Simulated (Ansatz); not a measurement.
C2H6ClNSn, SMILES `C[N](C)[Sn][Cl]` at its PBE0-D4/def2-TZVP geometry, where that method's forces vanish. The species carries charge 0 and has multiplicity 1. Sn: def2 effective core potential.

| atom | x (Å) | y (Å) | z (Å) |
| --- | --- | --- | --- |
| C1 | 0.799 | -0.897 | -0.843 |
| N2 | 0.313 | 0.073 | 0.106 |
| C3 | -1.122 | 0.198 | 0.092 |
| Sn4 | 1.658 | 1.056 | 1.251 |
| Cl5 | 0.084 | 2.387 | 2.463 |
| H6 | 1.892 | -0.969 | -0.807 |
| H7 | 0.517 | -0.633 | -1.871 |
| H8 | 0.394 | -1.899 | -0.640 |
| H9 | -1.451 | 0.939 | 0.820 |
| H10 | -1.604 | -0.760 | 0.330 |
| H11 | -1.480 | 0.505 | -0.901 |

**Question.** For each bond, give half the difference of the two atoms' forces along it (eV/Å; positive pushes the atoms apart) under PBE-D4, r2SCAN-D4, B3LYP-D4, ωB97M-V in def2-TZVPP. (Estimate.)

**Answer.** The calculation gave: 
```tsv
bond	length (Å)	PBE-D4	r2SCAN-D4	B3LYP-D4	ωB97M-V
C1–N2	1.442	0.02	0.15	0.14	0.29
C1–H6	1.095	0.07	-0.07	-0.10	-0.08
C1–H7	1.099	0.10	-0.04	-0.08	-0.11
C1–H8	1.099	0.10	-0.04	-0.08	-0.11
N2–C3	1.440	-0.04	0.11	0.14	0.31
N2–Sn4	2.021	0.39	0.09	0.20	-0.31
C3–H9	1.090	0.09	-0.07	-0.12	-0.10
C3–H10	1.099	0.10	-0.04	-0.07	-0.11
C3–H11	1.099	0.10	-0.04	-0.07	-0.11
Sn4–Cl5	2.391	0.25	0.06	0.28	-0.03
```

B3LYP here is the variant with VWN-RPA as its local correlation; programs differ in this.

Computed with Ansatz.
